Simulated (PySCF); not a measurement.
C₆ coefficients of unlike pairs at PBE0

Calculated with PySCF 2.14 from the dipole response of each species, C₆(A,B) = (3/π) ∫ α_A(iu) α_B(iu) du, in atomic units, from isotropic polarisabilities. For ions this is the dispersion term alone; charge-induced terms of lower order in 1/R come first.

```
species            configuration                                                                            basis     relativity  α (bohr³)  C₆ (like pair)
   Be²⁺                 1s2 (1S)                                                          dyall-acv3z (15s9p4d2f)           none    0.05425         0.01177
    S³⁺        [Ne] 3s2 3p1 (2P)                                                        def2-QZVPPD (10s7p5d2f1g)           none      5.397           14.39
     Ne                [Ne] (1S)      aug-cc-pVTZ with one added diffuse shell each of s, p, d, f type (6s5p4d3f)           none      2.804           6.716
    Hg⁺  [Xe] 4f14 5d10 6s1 (2S)  x2c-TZVPPall with one added diffuse shell each of s, p, d, f type (12s8p8d4f1g)  spin-free X2C      19.92           149.3
```

**Question.** Estimate C₆ for Ne with Be²⁺.

**Answer.** The integral gives 0.2296. The combination rule 2 C_A C_B / (C_A α_B/α_A + C_B α_A/α_B) gives 0.2141 and the geometric mean 0.2812.

No spin-orbit coupling is included.

The other pairs:

```json
{"pair": "Hg⁺, Ne", "C₆": "30.41"}
{"pair": "Ne, S³⁺", "C₆": "9.433"}
{"pair": "S³⁺, Be²⁺", "C₆": "0.2732"}
{"pair": "Hg⁺, S³⁺", "C₆": "46.05"}
{"pair": "Hg⁺, Be²⁺", "C₆": "0.9154"}
```
